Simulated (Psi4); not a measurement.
lithium fluoride (FLi), singlet, at a GFN2-xTB geometry (such geometries of metal compounds can be far from the true shape); Psi4 1.11 with B3LYP/cc-pVTZ.

Here is a job for Psi4.
```
memory 2 GB

molecule {
0 1
Li   -0.00000000   -0.00000000   -1.14043347
F     0.00000000    0.00000000    0.38014449
}

set {
  basis cc-pvtz
}

energy('b3lyp')
print_variables()
```

What does Psi4 print? Leave out banner, timings and long lists.


```
   => Loading Basis Set <=

    Name: CC-PVTZ
    Role: ORBITAL
    Keyword: BASIS

         ---------------------------------------------------------
                                   SCF
               by Justin Turney, Rob Parrish, Andy Simmonett
                          and Daniel G. A. Smith
                              RKS Reference
         ---------------------------------------------------------

  ==> Geometry <==

    Molecular point group: c2v
    Full point group: C_inf_v

    Geometry (in Angstrom), charge = 0, multiplicity = 1:

       Center              X                  Y                   Z               Mass
    ------------   -----------------  -----------------  -----------------  -----------------
         LI           0.000000000000     0.000000000000    -1.110482878560     7.016003436600
         F            0.000000000000     0.000000000000     0.410095081440    18.998403162730

  Running in c2v symmetry.

  Rotational constants: A = ************  B =      1.42294  C =      1.42294 [cm^-1]
  Rotational constants: A = ************  B =  42658.62452  C =  42658.62452 [MHz]
  Nuclear repulsion =    9.396285533488859

  Charge       = 0
  Multiplicity = 1
  Electrons    = 12
  Nalpha       = 6
  Nbeta        = 6

  ==> Algorithm <==

  SCF Algorithm Type is DF.
  DIIS enabled.
  MOM disabled.
  Fractional occupation disabled.
  Guess Type is SAD.
  Energy threshold   = 1.00e-06
  Density threshold  = 1.00e-06
  Integral threshold = 1.00e-12

  ==> Primary Basis <==

  Basis Set: CC-PVTZ
    Blend: CC-PVTZ
    Number of shells: 20
    Number of basis functions: 60
    Number of Cartesian functions: 70
    Spherical Harmonics?: true
    Max angular momentum: 3

  ==> DFT Potential <==

   => LibXC <=

    Version 7.1.2
    S. Lehtola, C. Steigemann, M. J. T. Oliveira, and M. A. L. Marques,  SoftwareX 7, 1–5 (2018) (10.1016/j.softx.2017.11.002)

   => Composite Functional: B3LYP <=

    B3LYP Hyb-GGA Exchange-Correlation Functional

    P. J. Stephens, F. J. Devlin, C. F. Chabalowski, and M. J. Frisch,  J. Phys. Chem. 98, 11623 (1994) (10.1021/j100096a001)

    Deriv               =              1
    GGA                 =           TRUE
    Meta                =          FALSE

    Exchange Hybrid     =           TRUE
    MP2 Hybrid          =          FALSE

   => Exchange Functionals <=

    0.0800   Slater exchange
    0.7200         Becke 88

   => Exact (HF) Exchange <=

    0.2000               HF

   => Correlation Functionals <=

    0.1900   Vosko, Wilk & Nusair (VWN5_RPA)
    0.8100   Lee, Yang & Parr

   => LibXC Density Thresholds  <==

    XC_HYB_GGA_XC_B3LYP:  1.00E-15

   => Molecular Quadrature <=

    Radial Scheme          =       TREUTLER
    Pruning Scheme         =           NONE
    Nuclear Scheme         =       TREUTLER

    Blocking Scheme        =         OCTREE
    BS radius alpha        =              1
    Pruning alpha          =              1
    Radial Points          =             75
    Spherical Points       =            302
    Total Points           =          44307
    Total Blocks           =            421
    Max Points             =            255
    Max Functions          =             60
    Weights Tolerance      =       1.00E-15

   => Loading Basis Set <=

    Name: (CC-PVTZ AUX)
    Role: JKFIT
    Keyword: DF_BASIS_SCF

  ==> Integral Setup <==

  SCF_SUBTYPE=INCORE selected. In-core MEM_DF algorithm will be used.
  Using in-core AOs.

  ==> MemDFJK: Density-Fitted J/K Matrices <==

    J tasked:                   Yes
    K tasked:                   Yes
    wK tasked:                   No
    Algorithm:                 Core
    Schwarz Cutoff:           1E-12
    Mask sparsity (%):       0.0000
    Fitting Condition:        1E-10

   => Auxiliary Basis Set <=

  Basis Set: (CC-PVTZ AUX)
    Blend: CC-PVTZ-JKFIT + DEF2-UNIVERSAL-JKFIT
    Number of shells: 42
    Number of basis functions: 130
    Number of Cartesian functions: 156
    Spherical Harmonics?: true
    Max angular momentum: 4

  Minimum eigenvalue in the overlap matrix is 9.5263003203E-04.
  Reciprocal condition number of the overlap matrix is 2.5290754080E-04.
    Using symmetric orthogonalization.

  ==> Pre-Iterations <==

  SCF Guess: Superposition of Atomic Densities via on-the-fly atomic UHF (no occupation information).

   -------------------------
    Irrep   Nso     Nmo
   -------------------------
     A1        26      26
     A2         6       6
     B1        14      14
     B2        14      14
   -------------------------
    Total      60      60
   -------------------------

  ==> Iterations <==

                           Total Energy        Delta E     RMS |[F,P]|

   @DF-RKS iter SAD:  -106.96731498146524   -1.06967e+02   0.00000e+00
   @DF-RKS iter   1:  -107.30929444699063   -3.41979e-01   2.10652e-02 DIIS/ADIIS
   @DF-RKS iter   2:  -104.09325326823476    3.21604e+00   8.10204e-02 DIIS/ADIIS
   @DF-RKS iter   3:  -107.32877125383740   -3.23552e+00   2.14075e-02 DIIS/ADIIS
   @DF-RKS iter   4:  -107.47048602024078   -1.41715e-01   1.60751e-03 DIIS/ADIIS
   @DF-RKS iter   5:  -107.47132672644835   -8.40706e-04   4.22897e-05 DIIS
   @DF-RKS iter   6:  -107.47132726747961   -5.41031e-07   4.96256e-06 DIIS
   @DF-RKS iter   7:  -107.47132727428021   -6.80060e-09   6.72867e-07 DIIS
  Energy and wave function converged.

  ==> Post-Iterations <==

   Electrons on quadrature grid:
      Ntotal   =   12.0000030995 ; deviation = 3.099e-06

    Orbital Energies [Eh]
    ---------------------

    Doubly Occupied:

[...]
    Virtual:

[...]
    Final Occupation by Irrep:
             A1    A2    B1    B2
    DOCC [     4,    0,    1,    1 ]
    NA   [     4,    0,    1,    1 ]
    NB   [     4,    0,    1,    1 ]

  @DF-RKS Final Energy:  -107.47132727428021

   => Energetics <=

    Nuclear Repulsion Energy =              9.3962855334888591
    One-Electron Energy =                -169.7311479475491183
    Two-Electron Energy =                  62.9179343216551032
    DFT Exchange-Correlation Energy =     -10.0543991818750591
    Empirical Dispersion Energy =           0.0000000000000000
    VV10 Nonlocal Energy =                  0.0000000000000000
    Total Energy =                       -107.4713272742802133

Computation Completed

Properties will be evaluated at   0.000000,   0.000000,   0.000000 [a0]

Properties computed using the SCF density matrix

 Multipole Moments:

 ------------------------------------------------------------------------------------
     Multipole            Electronic (a.u.)      Nuclear  (a.u.)        Total (a.u.)
 ------------------------------------------------------------------------------------

 L = 1.  Multiply by 2.5417464519 to convert [e a0] to [Debye]
 Dipole X            :          0.0000000            0.0000000            0.0000000
 Dipole Y            :          0.0000000            0.0000000            0.0000000
 Dipole Z            :         -3.0156726            0.6791810           -2.3364916
 Magnitude           :                                                    2.3364916

 ------------------------------------------------------------------------------------

  Variable Map:
  ----------------------------------------------------------------------------
[...]
  Array Variable Map:
  ----------------------------------------------------------------------------
[...]
[...]
```
